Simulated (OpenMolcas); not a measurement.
Bi+: effect of the active space

```yaml
Program: OpenMolcas 26.06
Method: CASSCF or its RAS form
Basis: ANO-RCC-VQZP
Scalar_Hamiltonian: DKH2, point nucleus
Spin-orbit_coupling: RASSI with atomic mean-field integrals over the reference wave functions, term energies averaged over their components
```

A. 2 electrons in 3 orbitals (6p); 2S+1 = 3 even, 3 roots; 2S+1 = 1 even, 6 roots; cost roughly 7 core-seconds
B. 4 electrons in 4 orbitals (6s 6p); 2S+1 = 3 even, 3 roots; 2S+1 = 1 even, 6 roots; 2S+1 = 5 odd, 1 root; 2S+1 = 3 odd, 9 roots; 2S+1 = 1 odd, 8 roots; cost of the order of 30 core-seconds
C. 4 electrons in 8 orbitals (6s 6p 7s 7p); 2S+1 = 3 even, 3 roots; 2S+1 = 1 even, 6 roots; 2S+1 = 5 odd, 1 root; 2S+1 = 3 odd, 8 roots; 2S+1 = 1 odd, 8 roots; cost about 60 core-seconds
D. 2 electrons in 9 orbitals (RAS2 6p; RAS3 6d 7s, at most 1 electron); 2S+1 = 3 even, 3 roots; 2S+1 = 1 even, 6 roots; 2S+1 = 3 odd, 18 roots; 2S+1 = 1 odd, 18 roots; cost of the order of 40 core-seconds
E. 4 electrons in 9 orbitals (RAS2 6s 6p; RAS3 6d, at most 2 electrons); 2S+1 = 3 even, 3 roots; 2S+1 = 1 even, 6 roots; 2S+1 = 5 odd, 1 root; 2S+1 = 3 odd, 5 roots; 2S+1 = 1 odd, 8 roots; cost of the order of 70 core-seconds

Energies in cm-1 above 6s2 6p2 3P0, the measured ground level; measured values from NIST Handbook of Basic Atomic Spectroscopic Data.

```
             Level      A      B      C      D      E  Measured
       6s2 6p2 3P0    0.0    0.0    0.0    0.0    0.0       0.0
       6s2 6p2 3P1  10575  11164  10761  10575  10790     13325
6s2 6p2 3P2 [63 %]  15331  15907  15411  15330  15458     17032
6s2 6p2 1D2 [63 %]  30297  30863  29947  30297  30321     33939
       6s2 6p2 1S0  43690  41078  39673  43690  42221     44174
```

Deviations, from unrounded energies. A percentage is the sum of absolute deviations over the sum of measured energies, with the sign that they share, or ± where signs differ.

```
                        Against measurement  Levels      A      B      C      D      E
             mean absolute deviation (cm-1)       4   2100   2400   3200   2100   2400
      fine structure of the ground term (%)       2  -14.7  -10.8  -13.8  -14.7  -13.5
other terms of the ground configuration (%)       2   -5.3   -7.9  -10.9   -5.3   -7.1
```

A, D lie about equally close to measurement and C furthest from it. The largest miss of A in the table is 6s2 6p2 1D2 [63 %], by -3600 cm-1. The ranking rests on the paired levels alone, and a cruder setting can come out closer through cancelling errors.

Among A to E the level of the table that moves most is 6s2 6p2 1S0, by 4000 cm-1 (lowest in C, highest in A).

Spin-orbit splittings of 6p shells tend to come out small when the coupling is added on scalar orbitals. With the s shell closed, the reference lacks s² → p² mixing (holds for A; D). The run also gave levels led by 6s2 6p 7s, which use shells meant for correlation; these and all levels above them are left out (holds for C). The run also gave levels led by 6s2 6p 6d, which use shells meant for correlation; these and all levels above them are left out (holds for E). Measured partners are found by configuration, term and J. A level has none where our copy of the source lacks it or the pairing is in doubt (some pairs that miss far off the trend of their configuration count as doubtful), and it then counts in no deviation. Where the source uses jj or jK labels, the order within each J decides. Levels of configurations outside the active space are missing. The table leaves out levels that lie high or whose names do not pair safely across all columns.

A share in square brackets marks a mixed level and gives the weight of the term that names it, the lowest over the columns.
